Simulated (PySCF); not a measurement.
**How methods differ on the ionisation energy of Zr⁺**

Zr⁺ [Kr] 4d2 5s1 (4F) → Zr²⁺ [Kr] 4d2 (3F), as a difference of total energies. Calculation: PySCF 2.14, in ANO-RCC-VTZP; the spin-free X2C one-electron Hamiltonian (Gaussian nucleus). Correlated levels: valence: [Kr] frozen; valence and next inner shell: [Ar] 3d10 frozen. The calculations carry no spin-orbit coupling.

```csv
method,ionisation energy (eV),plus first-order spin-orbit estimate,error of that sum (eV)
UHF,12.269,12.259,-0.871
LDA,13.646,13.636,+0.506
PBE,13.387,13.377,+0.247
PBE0,13.168,13.158,+0.028
r2SCAN,13.243,13.233,+0.103
PW91,13.448,13.438,+0.308
TPSSh,13.022,13.012,-0.118
revPBE,13.265,13.255,+0.125
MP2 (valence),12.494,12.484,-0.646
SCS-MP2 (valence),12.344,12.334,-0.796
MP2 (valence and next inner shell),12.966,12.956,-0.174
SCS-MP2 (valence and next inner shell),12.748,12.738,-0.392
```

Reference: 13.13 eV (measured; NIST Atomic Spectra Database, ionization energies).

A first-order spin-orbit estimate (lowest level to lowest level, LS coupling) adds -0.010 eV.

Errors of the correlated levels include the incompleteness of this basis and the frozen core.
